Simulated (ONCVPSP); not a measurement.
aluminium (Al): one change to an ONCV potential, before and after

```json
{"Element": "Al", "Generator": "ONCVPSP 4.0.1", "Type": "optimised norm-conserving Vanderbilt (ONCV)", "Functional": "PBEsol", "Relativity": "scalar-relativistic", "Frozen core": "[Ne]", "Valence charge": "3", "Reference configuration": "3s1.5 3p1.5", "Partial waves": "3s: rc 1.80 bohr, ncon 4, nbas 7, qcut 3.8 1/bohr, 2 projectors, debl 2.5 Ha; 3p: rc 2.05 bohr, ncon 3, nbas 7, qcut 4.3 1/bohr, 3 projectors, debl 2 Ha", "Local potential": "polynomial inside 1.40 bohr (lpopt 5, dvloc0 0 Ha)", "Core correction": "polynomial model core, fcfact 0.55"}
```

All-electron outer shells of the reference configuration (PBEsol, scalar-relativistic, ld1.x):

```
shell  level (eV)  outermost node (bohr)  outermost maximum (bohr)
   2s     -108.78                   0.16                      0.50
   2p      -70.47                      –                      0.43
   3s       -8.14                   0.80                      2.06
   3p       -3.02                   0.82                      2.61
```

Change: p: debl 0.5.

Cutoffs: the cutoffs (Ha) at which the residual kinetic energy of the hardest occupied pseudo-wave falls to 1 and 0.1 mHa per electron; they do not see the model core or the augmentation charge, which bear on the density cutoff. Errors are all-electron minus pseudo energies relative to the spin-unpolarised reference configuration.

Question: Predict the effect on cutoff, ghosts and configuration errors.

Answer: The potential gets neither clearly harder nor softer (5.7 Ha and 7.7 Ha → 5.7 Ha and 7.7 Ha); a bound ghost appears in p, which as a rule spoils a file; the errors of the 4 common tests hardly move; the range in which the p phases agree narrows (upper end at the end of the scan → 3.4).

| quantity | base | changed |
| --- | --- | --- |
| cutoff, loose | 5.7 Ha | 5.7 Ha |
| cutoff, tight | 7.7 Ha | 7.7 Ha |
| bound ghosts | none | p |
| GHOST(+) flags under 300 eV | s at 115.8 eV | s at 115.8 eV |
| error for 3s2 3p1, meV [ΔE -2.54 eV] | -0.4 | -0.4 |
| error for 3s2 3p0, meV [ΔE 3.20 eV] | -0.5 | -0.6 |
| error for 3s1 3p0, meV [ΔE 22.37 eV] | +10 | +10 |
| error for 3s1 3p1, meV [ΔE 8.99 eV] | +0.9 | +0.9 |
| s: phases at 1.83 bohr within 0.05 rad from the reference energy up to (Ha; the scan ends near 5) | 3.7 | 3.7 |
| p: phases at 2.08 bohr within 0.05 rad from the reference energy up to (Ha; the scan ends near 5) | to the end of the scan | 3.4 |
| rms error of d²Exc/dni dnj with the model core, mHa | 0.37 | 0.38 |

Base: The cutoffs count occupied waves only; projector 3 of the p channel, the hardest unoccupied one, needs 44 Ha at the loose tolerance. Changed file: The cutoffs count occupied waves only; projector 2 of the s channel, the hardest unoccupied one, needs 27 Ha at the loose tolerance. A true bound ghost makes a file unfit for plane-wave use even where its test errors are small: the radial tests pick states by their node count and pass the ghost by.
